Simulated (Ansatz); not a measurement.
Consider the redistribution: `[Cl][Sc]([Cl])[Cl]` + `NB(O)O` → `[NH2][Sc]([Cl])[Cl]` + `OB(O)Cl`.

Calculated with Ansatz (gas phase, PBE0-D4/def2-TZVP geometries, no zero-point term in ΔE). CCSD(T)/CBS is the MP2 limit (def2-TZVPP, def2-QZVPP) plus CCSD(T) − MP2 in def2-TZVPP, frozen cores. This one scheme is used for every species. DFT in def2-TZVPP. For Sc outer-core shells are correlated without core-valence functions, which leaves a few kJ/mol of doubt a bond. Scalar relativity is left out up to krypton. One conformer a species, not always the lowest.

CCSD(T)/CBS gives +24.5 kcal/mol.

**Question.** Another level gave +22.8 kcal/mol. Which?
A. r2SCAN0-D4/def2-TZVPP
B. MP2/def2-TZVPP
C. HF/def2-TZVPP
D. BLYP-D4/def2-TZVPP

**Answer.** D. BLYP-D4 22.8, MP2/def2-TZVPP 23.9, HF/def2-TZVPP 28.9, r2SCAN0-D4 25.4 kcal/mol.

Largest T1 diagnostic among the species: 0.014.

At CCSD(T), def2-SVP lies −1.0 kcal/mol from the extrapolated value and def2-TZVPP −0.3 kcal/mol. From r2SCAN to r2SCAN0 (25 % exact exchange), in def2-TZVPP and without D4, ΔE moves by +1.1 kcal/mol. In def2-TZVPP, CCSD(T) changes the Hartree–Fock value by −4.7 kcal/mol (the triples alone add −0.6 kcal/mol) and MP2 by −5.0 kcal/mol.
